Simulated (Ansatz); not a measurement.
**Molecular dynamics of GeH$_{3}$N**

Input:

```yaml
crystal:
  periodic: [false, false, false]
  atoms:
    - { symbol: "N", position_ang: [-0.084287, -0.602355, 0.109532] }
    - { symbol: Ge, position_ang: [1.003128, 0.863184, 0.262548] }
    - { symbol: H, position_ang: [0.219632, -1.525193, 0.416029] }
    - { symbol: H, position_ang: [-0.980767, -0.662613, -0.403476] }
    - { symbol: H, position_ang: [0.024016, 1.924053, -0.459718] }
basis:
  gaussian: { orbitals: def2-SVP }
hamiltonian:
  xc: pbe
md:
  timestep: 0.5
  n_steps: 250
  ensemble: nvt_nose_hoover
  temperature: 500.0
  initial_velocities: maxwell_boltzmann
  seed: 523107
scf:
  lower_state_search: "off"
```

Launched with:

```bash
$ ansatz run input.yaml --threads 1 --pin off --max-ram 2048MiB --backend cpu --events-out ev --progress --plain --runs-dir out
```

It goes on from the last frame of an earlier run, with new velocities.

Output, in part (one step line in 3, the closing report, with atoms numbered from 0):

```
md step     0: t =     0.00 fs  T =   500.0 K  F+E_penalty+E_count = -58038.07901751 eV  E_kin = 0.193890 eV  conserved = -58037.88512751 eV  (17 SCF iters)
md step     3: t =     1.50 fs  T =   358.2 K  F+E_penalty+E_count = -58038.02291988 eV  E_kin = 0.138921 eV  conserved = -58037.88400021 eV  (20 SCF iters)
md step     6: t =     3.00 fs  T =   226.9 K  F+E_penalty+E_count = -58037.97121259 eV  E_kin = 0.087972 eV  conserved = -58037.88325462 eV  (21 SCF iters)
md step     9: t =     4.50 fs  T =   294.7 K  F+E_penalty+E_count = -58037.99896858 eV  E_kin = 0.114262 eV  conserved = -58037.88475898 eV  (21 SCF iters)
md step    12: t =     6.00 fs  T =   181.4 K  F+E_penalty+E_count = -58037.95383939 eV  E_kin = 0.070362 eV  conserved = -58037.88358324 eV  (21 SCF iters)
md step    15: t =     7.50 fs  T =   159.7 K  F+E_penalty+E_count = -58037.94493997 eV  E_kin = 0.061937 eV  conserved = -58037.88315750 eV  (20 SCF iters)
md step    18: t =     9.00 fs  T =   356.9 K  F+E_penalty+E_count = -58038.02257238 eV  E_kin = 0.138385 eV  conserved = -58037.88445362 eV  (21 SCF iters)
md step    21: t =    10.50 fs  T =   381.5 K  F+E_penalty+E_count = -58038.03245058 eV  E_kin = 0.147950 eV  conserved = -58037.88496417 eV  (21 SCF iters)
md step    24: t =    12.00 fs  T =   185.4 K  F+E_penalty+E_count = -58037.95414478 eV  E_kin = 0.071888 eV  conserved = -58037.88286965 eV  (21 SCF iters)
md step    27: t =    13.50 fs  T =   251.7 K  F+E_penalty+E_count = -58037.98152321 eV  E_kin = 0.097599 eV  conserved = -58037.88467063 eV  (20 SCF iters)
md step    30: t =    15.00 fs  T =   202.0 K  F+E_penalty+E_count = -58037.96143698 eV  E_kin = 0.078320 eV  conserved = -58037.88404414 eV  (21 SCF iters)
md step    33: t =    16.50 fs  T =   123.3 K  F+E_penalty+E_count = -58037.92980141 eV  E_kin = 0.047831 eV  conserved = -58037.88302168 eV  (21 SCF iters)
md step    36: t =    18.00 fs  T =   311.4 K  F+E_penalty+E_count = -58038.00349807 eV  E_kin = 0.120755 eV  conserved = -58037.88399077 eV  (20 SCF iters)
md step    39: t =    19.50 fs  T =   465.2 K  F+E_penalty+E_count = -58038.06388980 eV  E_kin = 0.180382 eV  conserved = -58037.88518305 eV  (20 SCF iters)
md step    42: t =    21.00 fs  T =   324.6 K  F+E_penalty+E_count = -58038.00686234 eV  E_kin = 0.125858 eV  conserved = -58037.88310791 eV  (20 SCF iters)
md step    45: t =    22.50 fs  T =   393.2 K  F+E_penalty+E_count = -58038.03429173 eV  E_kin = 0.152475 eV  conserved = -58037.88429792 eV  (20 SCF iters)
md step    48: t =    24.00 fs  T =   423.7 K  F+E_penalty+E_count = -58038.04594165 eV  E_kin = 0.164291 eV  conserved = -58037.88463542 eV  (20 SCF iters)
md step    51: t =    25.50 fs  T =   251.4 K  F+E_penalty+E_count = -58037.97733166 eV  E_kin = 0.097490 eV  conserved = -58037.88323026 eV  (22 SCF iters)
md step    54: t =    27.00 fs  T =   264.2 K  F+E_penalty+E_count = -58037.98216364 eV  E_kin = 0.102445 eV  conserved = -58037.88341376 eV  (22 SCF iters)
md step    57: t =    28.50 fs  T =   408.5 K  F+E_penalty+E_count = -58038.03904204 eV  E_kin = 0.158397 eV  conserved = -58037.88480954 eV  (21 SCF iters)
md step    60: t =    30.00 fs  T =   309.3 K  F+E_penalty+E_count = -58037.99919558 eV  E_kin = 0.119937 eV  conserved = -58037.88396211 eV  (21 SCF iters)
md step    63: t =    31.50 fs  T =   230.2 K  F+E_penalty+E_count = -58037.96751417 eV  E_kin = 0.089269 eV  conserved = -58037.88331350 eV  (21 SCF iters)
md step    66: t =    33.00 fs  T =   315.6 K  F+E_penalty+E_count = -58038.00173063 eV  E_kin = 0.122388 eV  conserved = -58037.88485886 eV  (20 SCF iters)
md step    69: t =    34.50 fs  T =   182.7 K  F+E_penalty+E_count = -58037.94849403 eV  E_kin = 0.070839 eV  conserved = -58037.88360373 eV  (21 SCF iters)
md step    72: t =    36.00 fs  T =   122.0 K  F+E_penalty+E_count = -58037.92434139 eV  E_kin = 0.047299 eV  conserved = -58037.88322948 eV  (21 SCF iters)
md step    75: t =    37.50 fs  T =   252.1 K  F+E_penalty+E_count = -58037.97566127 eV  E_kin = 0.097765 eV  conserved = -58037.88443500 eV  (20 SCF iters)
md step    78: t =    39.00 fs  T =   227.4 K  F+E_penalty+E_count = -58037.96549613 eV  E_kin = 0.088166 eV  conserved = -58037.88439875 eV  (20 SCF iters)
md step    81: t =    40.50 fs  T =   139.6 K  F+E_penalty+E_count = -58037.92951775 eV  E_kin = 0.054145 eV  conserved = -58037.88278558 eV  (21 SCF iters)
md step    84: t =    42.00 fs  T =   338.9 K  F+E_penalty+E_count = -58038.00832615 eV  E_kin = 0.131425 eV  conserved = -58037.88484596 eV  (21 SCF iters)
md step    87: t =    43.50 fs  T =   351.0 K  F+E_penalty+E_count = -58038.01134769 eV  E_kin = 0.136128 eV  conserved = -58037.88401516 eV  (20 SCF iters)
md step    90: t =    45.00 fs  T =   306.5 K  F+E_penalty+E_count = -58037.99262390 eV  E_kin = 0.118867 eV  conserved = -58037.88331751 eV  (20 SCF iters)
md step    93: t =    46.50 fs  T =   429.2 K  F+E_penalty+E_count = -58038.04000957 eV  E_kin = 0.166434 eV  conserved = -58037.88402494 eV  (20 SCF iters)
md step    96: t =    48.00 fs  T =   491.3 K  F+E_penalty+E_count = -58038.06380169 eV  E_kin = 0.190526 eV  conserved = -58037.88493550 eV  (20 SCF iters)
md step    99: t =    49.50 fs  T =   300.3 K  F+E_penalty+E_count = -58037.98688866 eV  E_kin = 0.116444 eV  conserved = -58037.88313082 eV  (20 SCF iters)
md step   102: t =    51.00 fs  T =   313.1 K  F+E_penalty+E_count = -58037.99183080 eV  E_kin = 0.121401 eV  conserved = -58037.88385605 eV  (21 SCF iters)
md step   105: t =    52.50 fs  T =   391.1 K  F+E_penalty+E_count = -58038.02167184 eV  E_kin = 0.151665 eV  conserved = -58037.88442732 eV  (21 SCF iters)
md step   108: t =    54.00 fs  T =   314.6 K  F+E_penalty+E_count = -58037.99016870 eV  E_kin = 0.122010 eV  conserved = -58037.88356726 eV  (21 SCF iters)
md step   111: t =    55.50 fs  T =   307.4 K  F+E_penalty+E_count = -58037.98652580 eV  E_kin = 0.119188 eV  conserved = -58037.88360738 eV  (21 SCF iters)
md step   114: t =    57.00 fs  T =   350.6 K  F+E_penalty+E_count = -58038.00326855 eV  E_kin = 0.135938 eV  conserved = -58037.88458759 eV  (20 SCF iters)
md step   117: t =    58.50 fs  T =   195.2 K  F+E_penalty+E_count = -58037.94135312 eV  E_kin = 0.075710 eV  conserved = -58037.88377481 eV  (20 SCF iters)
md step   120: t =    60.00 fs  T =   102.4 K  F+E_penalty+E_count = -58037.90443019 eV  E_kin = 0.039701 eV  conserved = -58037.88325087 eV  (21 SCF iters)
md step   123: t =    61.50 fs  T =   205.7 K  F+E_penalty+E_count = -58037.94507295 eV  E_kin = 0.079775 eV  conserved = -58037.88434190 eV  (20 SCF iters)
md step   126: t =    63.00 fs  T =   221.1 K  F+E_penalty+E_count = -58037.94959606 eV  E_kin = 0.085756 eV  conserved = -58037.88362896 eV  (20 SCF iters)
md step   129: t =    64.50 fs  T =   287.3 K  F+E_penalty+E_count = -58037.97435248 eV  E_kin = 0.111426 eV  conserved = -58037.88359783 eV  (21 SCF iters)
md step   132: t =    66.00 fs  T =   417.5 K  F+E_penalty+E_count = -58038.02412897 eV  E_kin = 0.161885 eV  conserved = -58037.88421180 eV  (21 SCF iters)
md step   135: t =    67.50 fs  T =   421.8 K  F+E_penalty+E_count = -58038.02426018 eV  E_kin = 0.163546 eV  conserved = -58037.88431355 eV  (21 SCF iters)
md step   138: t =    69.00 fs  T =   325.5 K  F+E_penalty+E_count = -58037.98449642 eV  E_kin = 0.126233 eV  conserved = -58037.88325610 eV  (21 SCF iters)
md step   141: t =    70.50 fs  T =   372.1 K  F+E_penalty+E_count = -58038.00212476 eV  E_kin = 0.144288 eV  conserved = -58037.88416852 eV  (20 SCF iters)
md step   144: t =    72.00 fs  T =   374.3 K  F+E_penalty+E_count = -58038.00109716 eV  E_kin = 0.145140 eV  conserved = -58037.88379183 eV  (20 SCF iters)
md step   147: t =    73.50 fs  T =   363.6 K  F+E_penalty+E_count = -58037.99535831 eV  E_kin = 0.141004 eV  conserved = -58037.88367566 eV  (21 SCF iters)
md step   150: t =    75.00 fs  T =   392.5 K  F+E_penalty+E_count = -58038.00503394 eV  E_kin = 0.152201 eV  conserved = -58037.88370135 eV  (20 SCF iters)
md step   153: t =    76.50 fs  T =   417.5 K  F+E_penalty+E_count = -58038.01361103 eV  E_kin = 0.161910 eV  conserved = -58037.88430247 eV  (20 SCF iters)
md step   156: t =    78.00 fs  T =   313.5 K  F+E_penalty+E_count = -58037.97087405 eV  E_kin = 0.121581 eV  conserved = -58037.88348390 eV  (20 SCF iters)
md step   159: t =    79.50 fs  T =   273.2 K  F+E_penalty+E_count = -58037.95440124 eV  E_kin = 0.105954 eV  conserved = -58037.88387967 eV  (20 SCF iters)
md step   162: t =    81.00 fs  T =   252.8 K  F+E_penalty+E_count = -58037.94510170 eV  E_kin = 0.098035 eV  conserved = -58037.88369858 eV  (20 SCF iters)
md step   165: t =    82.50 fs  T =   243.4 K  F+E_penalty+E_count = -58037.94029032 eV  E_kin = 0.094368 eV  conserved = -58037.88368346 eV  (20 SCF iters)
md step   168: t =    84.00 fs  T =   265.5 K  F+E_penalty+E_count = -58037.94757075 eV  E_kin = 0.102950 eV  conserved = -58037.88358468 eV  (21 SCF iters)
md step   171: t =    85.50 fs  T =   313.2 K  F+E_penalty+E_count = -58037.96494932 eV  E_kin = 0.121455 eV  conserved = -58037.88386803 eV  (21 SCF iters)
md step   174: t =    87.00 fs  T =   325.2 K  F+E_penalty+E_count = -58037.96775881 eV  E_kin = 0.126091 eV  conserved = -58037.88365205 eV  (20 SCF iters)
md step   177: t =    88.50 fs  T =   348.3 K  F+E_penalty+E_count = -58037.97527284 eV  E_kin = 0.135055 eV  conserved = -58037.88390211 eV  (20 SCF iters)
md step   180: t =    90.00 fs  T =   351.7 K  F+E_penalty+E_count = -58037.97445280 eV  E_kin = 0.136374 eV  conserved = -58037.88359882 eV  (21 SCF iters)
md step   183: t =    91.50 fs  T =   382.9 K  F+E_penalty+E_count = -58037.98493397 eV  E_kin = 0.148489 eV  conserved = -58037.88388524 eV  (21 SCF iters)
md step   186: t =    93.00 fs  T =   381.3 K  F+E_penalty+E_count = -58037.98208596 eV  E_kin = 0.147879 eV  conserved = -58037.88374181 eV  (22 SCF iters)
md step   189: t =    94.50 fs  T =   351.3 K  F+E_penalty+E_count = -58037.96819330 eV  E_kin = 0.136242 eV  conserved = -58037.88346924 eV  (21 SCF iters)
md step   192: t =    96.00 fs  T =   362.9 K  F+E_penalty+E_count = -58037.97084817 eV  E_kin = 0.140714 eV  conserved = -58037.88363444 eV  (20 SCF iters)
md step   195: t =    97.50 fs  T =   398.8 K  F+E_penalty+E_count = -58037.98260971 eV  E_kin = 0.154663 eV  conserved = -58037.88357711 eV  (20 SCF iters)
md step   198: t =    99.00 fs  T =   440.5 K  F+E_penalty+E_count = -58037.99666166 eV  E_kin = 0.170829 eV  conserved = -58037.88390558 eV  (20 SCF iters)
md step   201: t =   100.50 fs  T =   442.6 K  F+E_penalty+E_count = -58037.99450246 eV  E_kin = 0.171632 eV  conserved = -58037.88348506 eV  (20 SCF iters)
md step   204: t =   102.00 fs  T =   458.6 K  F+E_penalty+E_count = -58037.99854216 eV  E_kin = 0.177844 eV  conserved = -58037.88399433 eV  (21 SCF iters)
md step   207: t =   103.50 fs  T =   372.0 K  F+E_penalty+E_count = -58037.96191032 eV  E_kin = 0.144236 eV  conserved = -58037.88345984 eV  (21 SCF iters)
md step   210: t =   105.00 fs  T =   297.4 K  F+E_penalty+E_count = -58037.93093497 eV  E_kin = 0.115311 eV  conserved = -58037.88339803 eV  (21 SCF iters)
md step   213: t =   106.50 fs  T =   293.0 K  F+E_penalty+E_count = -58037.92755450 eV  E_kin = 0.113620 eV  conserved = -58037.88348028 eV  (20 SCF iters)
md step   216: t =   108.00 fs  T =   308.3 K  F+E_penalty+E_count = -58037.93199446 eV  E_kin = 0.119538 eV  conserved = -58037.88391654 eV  (21 SCF iters)
md step   219: t =   109.50 fs  T =   315.4 K  F+E_penalty+E_count = -58037.93188867 eV  E_kin = 0.122287 eV  conserved = -58037.88296822 eV  (21 SCF iters)
md step   222: t =   111.00 fs  T =   452.6 K  F+E_penalty+E_count = -58037.98409731 eV  E_kin = 0.175502 eV  conserved = -58037.88447013 eV  (20 SCF iters)
md step   225: t =   112.50 fs  T =   368.8 K  F+E_penalty+E_count = -58037.94785533 eV  E_kin = 0.143020 eV  conserved = -58037.88350059 eV  (20 SCF iters)
md step   228: t =   114.00 fs  T =   246.0 K  F+E_penalty+E_count = -58037.89768716 eV  E_kin = 0.095381 eV  conserved = -58037.88293374 eV  (20 SCF iters)
md step   231: t =   115.50 fs  T =   281.6 K  F+E_penalty+E_count = -58037.91019633 eV  E_kin = 0.109193 eV  conserved = -58037.88333503 eV  (20 SCF iters)
md step   234: t =   117.00 fs  T =   347.4 K  F+E_penalty+E_count = -58037.93422452 eV  E_kin = 0.134708 eV  conserved = -58037.88404540 eV  (20 SCF iters)
md step   237: t =   118.50 fs  T =   323.2 K  F+E_penalty+E_count = -58037.92108801 eV  E_kin = 0.125347 eV  conserved = -58037.88256332 eV  (20 SCF iters)
md step   240: t =   120.00 fs  T =   534.4 K  F+E_penalty+E_count = -58038.00160543 eV  E_kin = 0.207231 eV  conserved = -58037.88407670 eV  (20 SCF iters)
md step   243: t =   121.50 fs  T =   629.6 K  F+E_penalty+E_count = -58038.03431617 eV  E_kin = 0.244152 eV  conserved = -58037.88414263 eV  (19 SCF iters)
md step   246: t =   123.00 fs  T =   492.9 K  F+E_penalty+E_count = -58037.97616103 eV  E_kin = 0.191131 eV  conserved = -58037.88295044 eV  (20 SCF iters)
md step   249: t =   124.50 fs  T =   464.7 K  F+E_penalty+E_count = -58037.96203602 eV  E_kin = 0.180190 eV  conserved = -58037.88303195 eV  (20 SCF iters)
md step   250: t =   125.00 fs  T =   488.3 K  F+E_penalty+E_count = -58037.97035343 eV  E_kin = 0.189335 eV  conserved = -58037.88332125 eV  (20 SCF iters)
Total energy: -58037.97038276 eV, -2132.8560720170 hartree
Atom 0 at    -0.092703    -0.600558     0.096639 Å, force     1.761077    -0.828385     1.362649 eV/Å
Atom 1 at     1.004517     0.863037     0.261558 Å, force     0.633568    -0.465184     0.578182 eV/Å
Atom 2 at     0.242695    -1.481847     0.597768 Å, force    -0.859763     1.152280    -1.113347 eV/Å
Atom 3 at    -0.951746    -0.645999    -0.417402 Å, force    -0.919813    -0.353093    -0.259728 eV/Å
Atom 4 at    -0.011184     1.849734    -0.377059 Å, force    -0.615068     0.494382    -0.567756 eV/Å
Dipole moment:    -0.236353    -0.323192    -0.050709 e Å
```

The run went to its last step. The conserved energy stayed within 0.51 meV per atom of its start (net change 0.36 meV per atom), so the integration is sound. The mean temperature of the second half is 27 % below the set value. A run of 0.12 ps of so small a system gives no equilibrium averages.

The same pairs are bonded in the first frame and the last. Pairs count as bonded within 1.25 times the sum of covalent radii (0.12 Å more for H–H).

Last frame:

```xyz
5
Properties=species:S:1:pos:R:3
N -0.093 -0.601 0.097
Ge 1.004 0.863 0.262
H 0.243 -1.482 0.598
H -0.952 -0.646 -0.417
H -0.011 1.850 -0.377
```

Run time: 2.6 min on 1 thread of Arm Neoverse V2, on a shared host, peak memory 0.085 GiB.
